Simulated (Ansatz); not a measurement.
# Molecular dynamics, step by step

CH5GaO, singlet, PBE0-D4/def2-SVP (Ansatz 0.2.0). Settings (timestep in fs, temperature in K; T counts 18 degrees of freedom):

```yaml
hamiltonian: {xc: pbe0, dispersion: d4}
md: {n_steps: 30, timestep: 0.5, temperature: 700, ensemble: nvt_nose_hoover, seed: 174, initial_velocities: maxwell_boltzmann}
```

Start, the saddle point found with PBE0-D4 in triple zeta (not stationary at another level):

| atom | x (Å) | y (Å) | z (Å) |
| --- | --- | --- | --- |
| Ga1 | -0.6099 | -0.4666 | -0.6349 |
| O2 | 0.9894 | 0.1514 | -1.6963 |
| H3 | 0.0590 | -0.8282 | -2.0921 |
| C4 | -0.6018 | 0.2107 | 1.2187 |
| H5 | 1.9002 | -0.1085 | -1.5038 |
| H6 | -1.5499 | 0.0493 | 1.7328 |
| H7 | -0.3799 | 1.2812 | 1.1947 |
| H8 | 0.1932 | -0.2892 | 1.7808 |

| step | time (fs) | potential energy less the start (meV) | kinetic energy (meV) | T (K) |
| --- | --- | --- | --- | --- |
| 0 | 0.00 | 0.0 | 542.9 | 700 |
| 2 | 1.00 | 47.8 | 496.9 | 641 |
| 4 | 2.00 | 149.6 | 397.3 | 512 |
| 6 | 3.00 | 182.9 | 364.3 | 470 |
| 8 | 4.00 | 125.8 | 419.9 | 541 |
| 10 | 5.00 | 63.0 | 481.1 | 620 |
| 12 | 6.00 | 84.9 | 460.3 | 594 |
| 14 | 7.00 | 122.7 | 425.1 | 548 |
| 16 | 8.00 | 42.6 | 504.4 | 650 |
| 18 | 9.00 | -113.0 | 659.0 | 850 |
| 20 | 10.00 | -275.2 | 821.0 | 1059 |
| 22 | 11.00 | -412.6 | 955.9 | 1233 |
| 24 | 12.00 | -406.6 | 947.3 | 1221 |
| 26 | 13.00 | -256.7 | 807.1 | 1041 |
| 28 | 14.00 | -435.2 | 978.7 | 1262 |
| 30 | 15.00 | -648.0 | 1184.7 | 1528 |

Step 10, positions (Å) and forces (eV/Å):

| atom | x | y | z | Fx | Fy | Fz |
| --- | --- | --- | --- | --- | --- | --- |
| Ga1 | -0.605 | -0.458 | -0.626 | -0.199 | -0.566 | -0.142 |
| O2 | 0.988 | 0.141 | -1.745 | -0.319 | -0.537 | -0.192 |
| H3 | 0.181 | -0.920 | -2.041 | 0.393 | 0.702 | 0.052 |
| C4 | -0.625 | 0.181 | 1.224 | -0.601 | 0.601 | 1.271 |
| H5 | 1.926 | -0.049 | -1.580 | 0.041 | 0.003 | 0.075 |
| H6 | -1.639 | 0.093 | 1.721 | 0.661 | 0.152 | -0.696 |
| H7 | -0.365 | 1.277 | 1.188 | -0.021 | -0.712 | 0.253 |
| H8 | 0.038 | -0.360 | 1.948 | 0.045 | 0.356 | -0.622 |

Step 16, positions (Å) and forces (eV/Å):

| atom | x | y | z | Fx | Fy | Fz |
| --- | --- | --- | --- | --- | --- | --- |
| Ga1 | -0.602 | -0.454 | -0.622 | -0.867 | -0.855 | 0.233 |
| O2 | 0.988 | 0.130 | -1.775 | -2.422 | -0.573 | -0.720 |
| H3 | 0.298 | -0.903 | -2.007 | 0.971 | 1.214 | -0.180 |
| C4 | -0.646 | 0.170 | 1.237 | 1.421 | -0.968 | 0.597 |
| H5 | 1.902 | 0.002 | -1.627 | 2.148 | -0.378 | 0.377 |
| H6 | -1.625 | 0.137 | 1.642 | -1.636 | -0.076 | 0.335 |
| H7 | -0.358 | 1.200 | 1.209 | 0.516 | 1.209 | 0.231 |
| H8 | -0.028 | -0.383 | 2.007 | -0.132 | 0.427 | -0.872 |

Step 18, positions (Å) and forces (eV/Å):

```
atom       x       y       z      Fx      Fy      Fz
 Ga1  -0.601  -0.453  -0.620  -1.257  -0.914   0.460
  O2   0.985   0.126  -1.785  -0.210  -1.010  -0.466
  H3   0.353  -0.876  -1.997   1.285   1.403  -0.352
  C4  -0.651   0.165   1.242   1.286  -0.730   0.301
  H5   1.941   0.011  -1.635  -0.031  -0.115   0.005
  H6  -1.641   0.151   1.617  -1.646  -0.079   0.357
  H7  -0.348   1.189   1.221   0.519   1.277   0.228
  H8  -0.053  -0.382   2.009   0.055   0.168  -0.532
```

Last step (30):

```
8
angstrom
Ga -0.6015 -0.4483 -0.6082
O 0.9920 0.1097 -1.8487
H 0.8233 -0.7939 -2.1469
C -0.6797 0.1469 1.2763
H 1.9113 0.0657 -1.7225
H -1.8122 0.2150 1.4845
H -0.2590 1.2094 1.3348
H -0.1359 -0.4319 2.0515
```

The run took about 30 s on 2 CPU threads of an Intel Xeon 6975P-C (shared host).
